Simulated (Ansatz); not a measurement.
Cl3Y, charge +1, doublet, at a GFN2-xTB geometry (such geometries of metal compounds can be far from the true shape) (the multiplicity is a formal guess) (core potentials on Y), atoms displaced at random by about 0.05 Å a coordinate.

Ansatz (an electronic-structure program) was given this input:
Ansatz 0.2 input:
```yaml
crystal:
  periodic: [false, false, false]
  atoms:
    - {symbol: Y, position_ang: [0.33706407, 0.69521007, 0.40293755]}
    - {symbol: Cl, position_ang: [1.64882184, -0.94070649, -0.91546901]}
    - {symbol: Cl, position_ang: [-0.93745522, -1.27943508, 1.39364531]}
    - {symbol: Cl, position_ang: [-1.41388868, 0.53991943, -1.36323320]}
basis:
  gaussian:
    orbitals: def2-SVP
hamiltonian:
  xc: b3lyp
total_charge: 1
magnetization: {spin_polarized: true, initial_magnetization: 1}
relax: {}
```

**Question.** What does this run give for the total energy at the end of the optimisation, <S^2>, number of basis functions, Mulliken (on the basis functions themselves) charges in atom order?

**Answer.** 
```
Item                                                                                                Result
------------------------------------------------------------------  --------------------------------------
total energy at the end of the optimisation                                                  -1418.4309 Eh
<S^2>                                                                                                0.755
number of basis functions                                                                               85
Mulliken (on the basis functions themselves) charges in atom order  Y1 1.08, Cl2 -0.09, Cl3 0.00, Cl4 0.00
```

**Question.** Roughly what does it cost on one core?

**Answer.** roughly 70 core-seconds.
